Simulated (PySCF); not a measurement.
## Computed beside measured shifts

System: PhCHFCOOEt (C10H11FO2), SMILES CCOC(=O)[C@H](F)c1ccccc1.

Atom-mapped SMILES (hydrogens are numbered by the atom that bears them): [CH3:1][CH2:2][O:3][C:4](=[O:5])[C@H:6]([F:7])[c:8]1[cH:9][cH:10][cH:11][cH:12][cH:13]1

Level of theory: GIAO PBE0/pcSseg-1, IEF-PCM chloroform, PySCF SCF with an in-house response code, fitting set def2-universal-JFIT up to Ne and JKFIT beyond, grid level 2, non-relativistic, geometry: PBE0-D3(BJ)/def2-SVP.

One optimised conformer. Values are averaged over the atoms that symmetry or fast rotation interchanges, on this one geometry and without vibrational averaging. Shifts are the reference shielding less the shielding here, at the same level (13C, 1H against isolated TMS; 19F against isolated CFCl3; 17O against isolated H2O); nuclei without a reference have shieldings only.

(1) What shifts does this level give for F7, and how do they compare with measurement?

## Answers

(1) 
```
atom  nucleus  computed / ppm  measured / ppm  computed less measured  measured against  medium of the measurement
  F7      19F          -228.1            -174                   -54.1             CFCl3                 not stated
```

Computed 19F and 31P shifts carry an offset from the reference molecule (CFCl3 is hard for DFT, lone H3PO4 or PH3 isn't the 85 % acid), so differences between compounds are more accurate than the values.

Measured values: G. Saielli, R. Bini, A. Bagno, Computational 19F NMR. 2. Organic compounds, RSC Adv. 2014, ESI.
